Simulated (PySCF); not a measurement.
Delta-SCF ions had no search for a lower state. Excitations are Tamm–Dancoff values on a coarser integration grid. The basis has no diffuse functions, so Rydberg states are missing or too high.

H$_{8}$GeSi$_{2}$, SMILES `[SiH3][GeH2][SiH3]` (charge 0, multiplicity 1)

Computed with PBE0-D3(BJ)/def2-TZVP // PBE0-D3(BJ)/def2-SVP (PySCF 2.14.0).

HOMO: -7.91 eV
dipole moment: 0.03 D
LUMO: -0.11 eV
HOMO–LUMO gap: 7.80 eV
S1 excitation (TDA): 6.91 eV
S1 oscillator strength: 0.143
brightest of the four lowest singlets (TDA): 7.04 eV
T1 excitation (TDA): 5.81 eV
S1–T1 gap (TDA): 1.10 eV
vertical ionisation energy (Delta-SCF): 9.72 eV
total energy: -2660.3018 Ha
cost: very roughly 2.0 core-minutes

Bonds (Å): Si1–Ge2 2.383, Si1–H4 1.495, Si1–H5 1.495, Si1–H6 1.495, Ge2–Si3 2.383, Ge2–H7 1.542, Ge2–H8 1.542, Si3–H9 1.495, Si3–H10 1.495, Si3–H11 1.495. Bond angles (°): Ge2–Si1–H4 109.5, Ge2–Si1–H5 111.3, Ge2–Si1–H6 109.4, H4–Si1–H5 108.9, H4–Si1–H6 108.7, H5–Si1–H6 109.0, Si1–Ge2–Si3 109.9, Si1–Ge2–H7 109.7, Si1–Ge2–H8 109.8, Si3–Ge2–H7 109.8, Si3–Ge2–H8 109.8, H7–Ge2–H8 107.8, Ge2–Si3–H9 109.5, Ge2–Si3–H10 109.4, Ge2–Si3–H11 111.3, H9–Si3–H10 108.7, H9–Si3–H11 108.9, H10–Si3–H11 109.0.
Charge 0, spin multiplicity 1.
